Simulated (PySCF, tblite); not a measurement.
Isomers of C5H11OSi (doublet state), one GFN2-xTB conformer each. Single-point energies are computed at B3LYP/pcH-1 (PySCF, gas phase, no added dispersion term), electronic only. GFN2-xTB treats the open shell by occupation alone, and not every SCF solution was tested for stability.

Question: Rank them by B3LYP/pcH-1 energy, lowest first (kcal/mol).
A. `[CH3:1][Si:2]1[CH2:3][CH2:4][O:5][CH2:6][CH2:7]1` (doublet state) with C1–Si2–C3–C4 -79°, Si2–C3–C4–O5 -56°, C3–C4–O5–C6 74°, C4–O5–C6–C7 -74°
B. `[CH2:1]=[CH:2][O:3][SiH2:4][CH:5][CH2:6][CH3:7]` (doublet state) with C1–C2–O3–Si4 1°, C2–O3–Si4–C5 -179°, O3–Si4–C5–C6 2°, Si4–C5–C6–C7 121°

Answer: A (0.0), B (1.0).

As drawn, the higher has an Si–O bond, which the lower lacks. Neighbours under 5.0 kcal/mol apart (C[Si]1CCOCC1 and C=CO[SiH2][CH]CC) can change places with a better method, another conformer or zero-point energy. GFN2-xTB itself gives, in the same order: 12.5, 0.0. GFN2-xTB puts C=CO[SiH2][CH]CC lowest instead.

Q: What happens when harmonic zero-point energies from GFN2-xTB frequencies are added?

A: 
| SMILES | ZPE (kcal/mol) | electronic (kcal/mol) | with ZPE (kcal/mol) |
| --- | --- | --- | --- |
| C[Si]1CCOCC1 | 95.0 | 0.0 | 5.0 |
| C=CO[SiH2][CH]CC | 88.9 | 1.0 | 0.0 |

The zero-point energies span 6.1 kcal/mol. C=CO[SiH2][CH]CC becomes the lowest.
